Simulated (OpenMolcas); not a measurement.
# Potential curves of SeS: spin-free states

Computed with OpenMolcas 26.06: state-averaged CASSCF(8,6) over Se 4p, S 3p, XMS-CASPT2 (IPEA 0.25, imaginary shift 0.2 hartree), scalar X2C, ANO-RCC-VTZP, then RASSI spin–orbit state interaction with atomic mean-field integrals. C2 symmetry about the axis (a holds Σ, Δ, Γ; b holds Π, Φ, H; Σ⁺ and Σ⁻ are not told apart); roots by multiplicity and irrep: 3a 5, 1a 6, 3b 6, 1b 4, 5b 2, 5a 1.

XMS-CASPT2 energies in eV from the lowest point. Curves are followed by energy order within each symmetry, so they are adiabatic and may change character at avoided crossings; Σ⁺ and Σ⁻ are counted together.

| R (Å) | (1)3Σ | (1)1Δ | (1)1Σ | (2)1Σ | (1)3Δ | (2)3Σ | (1)3Π |
| --- | --- | --- | --- | --- | --- | --- | --- |
| 1.865 | 0.570 | 1.138 | 1.656 | 4.454 | 4.737 | 4.891 | 5.293 |
| 1.957 | 0.119 | 0.667 | 1.146 | 3.393 | 3.657 | 3.803 | 4.458 |
| 2.049 | 0.000 | 0.515 | 0.961 | 2.741 | 2.991 | 3.121 | 3.914 |
| 2.151 | 0.119 | 0.601 | 0.999 | 2.351 | 2.588 | 2.705 | 3.628 |
| 2.254 | 0.398 | 0.831 | 1.189 | 2.198 | 2.420 | 2.528 | 3.471 |
| 2.397 | 0.925 | 1.304 | 1.581 | 2.229 | 2.441 | 2.530 | 3.361 |
| 2.582 | 1.668 | 1.967 | 2.142 | 2.482 | 2.683 | 2.759 | 3.377 |

The 7 lowest clean curves are shown; the next is (1)5Π, from 3.44 eV. Only roots inside an energy window near the equilibrium distance were included, so the list of states is not complete; labels number the states computed. Each spin and symmetry block has orbitals of its own, averaged over its own roots, so gaps between blocks are less sure than gaps within one and near the minimum can be off by tenths of an eV, in bad cases by more. No Rydberg orbitals are active, so Rydberg states, and σ→σ* states whose orbital the CASSCF left unused, can be missing between those listed. CASPT2 splits the two components of degenerate states numerically, here by up to 204 cm⁻¹. Points that failed a check (symmetry, reference weights, a jump) are left out.
